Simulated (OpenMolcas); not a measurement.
# Mn IV: CASPT2 settings compared

* Program: OpenMolcas
* Basis: ANO-RCC-VTZP [6s5p3d2f1g]
* Scalar Hamiltonian: DKH2, point nucleus
* Active space: 4 electrons in 5 orbitals (3d)
* State averaging: 2S+1 = 5 even, 5 roots; 2S+1 = 3 even, 35 roots kept (CI in the orbitals of an earlier block, 30 in the spin-orbit step); 2S+1 = 1 even, 28 roots kept (CI in the orbitals of an earlier block, 22 in the spin-orbit step)
* Spin-orbit coupling: RASSI with atomic mean-field integrals over the reference wave functions, term energies averaged over their components

Methods on the same reference wave functions:
A. CASSCF
B. SS-CASPT2, IPEA 0.3 Eh, no level shift (closed shells correlated: 2s 2p 3s 3p)
C. SS-CASPT2, IPEA 0.75 Eh, imaginary shift 0.5 Eh (closed shells correlated: 3s 3p)
D. SS-CASPT2, IPEA 0.2 Eh, sigma1 regulariser 0.25 Eh (closed shells correlated: none)

Energies in eV above 3d⁴ ⁵D₀, the measured ground level; measured values from Corliss and Sugar, J. Phys. Chem. Ref. Data 6, 1253 (1977).

```
  Level       A       B       C       D  Measured
3d⁴ ⁵D₀  0.0000  0.0000  0.0000  0.0000    0.0000
3d⁴ ⁵D₁  0.0126  0.0128  0.0128  0.0128    0.0123
3d⁴ ⁵D₂  0.0373  0.0377  0.0376  0.0377    0.0356
3d⁴ ⁵D₃  0.0729  0.0735  0.0733  0.0734    0.0685
3d⁴ ⁵D₄  0.1180  0.1183  0.1183  0.1183    0.1098
3d⁴ ³H₄  2.9412   2.737   2.778   2.855    2.6385
3d⁴ ³H₅  2.9674   2.765   2.806   2.882    2.6625
3d⁴ ³H₆  2.9971   2.796   2.837   2.913    2.6879
3d⁴ ³P₀  3.1796   2.643   2.743   2.735    2.5608
3d⁴ ³P₁  3.2479   2.711   2.811   2.803    2.6382
3d⁴ ³P₂  3.3850   2.848   2.948   2.940    2.7679
3d⁴ ³F₂  3.3915   2.926   3.023   3.078    2.8257
3d⁴ ³F₃  3.3976   2.933   3.029   3.086    2.8346
3d⁴ ³F₄  3.4120   2.948   3.043   3.101    2.8466
3d⁴ ³G₃  3.7162   3.275   3.342   3.492    3.1542
3d⁴ ³G₄  3.7480   3.308   3.374   3.524    3.1828
3d⁴ ³G₅  3.7740   3.335   3.401   3.552    3.2084
```

Deviations, from unrounded energies. A percentage is the sum of absolute deviations over the sum of measured energies, with the sign that they share, or ± where signs differ.

```json
{"Against measurement": "mean absolute deviation (cm-1)", "Levels": "16", "A": "3100", "B": "620", "C": "1100", "D": "1500"}
{"Against measurement": "fine structure of the ground term (%)", "Levels": "4", "A": "+6.5", "B": "+7.2", "C": "+7.0", "D": "+7.1"}
{"Against measurement": "other terms of the ground configuration (%)", "Levels": "12", "A": "+18.1", "B": "+3.6", "C": "+6.3", "D": "+8.7"}
```

B lies closest to measurement on these levels and A furthest from it. The largest miss of B in the table is 3d⁴ ³G₅, by +1000 cm-1. The ranking rests on the paired levels alone, and a cruder setting can come out closer through cancelling errors.

Among B to D the level of the table that moves most is 3d⁴ ³G₅, by 1800 cm-1 (lowest in B, highest in D). Moves below CASPT2's spread within the term are not significant.

From A to B the spin-free energies of the other terms of 3d⁴ shown, above ⁵D, scale by factors of 0.83 to 0.93, as is usual when dynamic correlation screens the repulsion within a d or f shell.

The lowest spin-free term lies below A's lowest term by 0.407 hartree in B, 0.354 hartree in C, 0.045 hartree in D.

CASPT2 does not keep the components of a term degenerate, so their means are used; among the terms shown or strongly mixed into the levels shown the widest spread is 140 cm-1 (3d⁴ ³F, C). Some high roots are left out of the spin-orbit mixing, which shifts the levels that they would mix with. Terms from blocks run as CI alone lack orbitals of their own. Without dynamic correlation excited terms often stand tens of per cent too high (terms of higher spin than the ground term too low), and those without a measured partner can miss by more than the paired ones (holds for A). Measured partners are found by configuration, term and J. A level has none where our copy of the source lacks it or the pairing is in doubt (some pairs that miss far off the trend of their configuration count as doubtful), and it then counts in no deviation. Levels of configurations outside the active space are missing. The table leaves out levels that lie high or whose names do not pair safely across all columns.
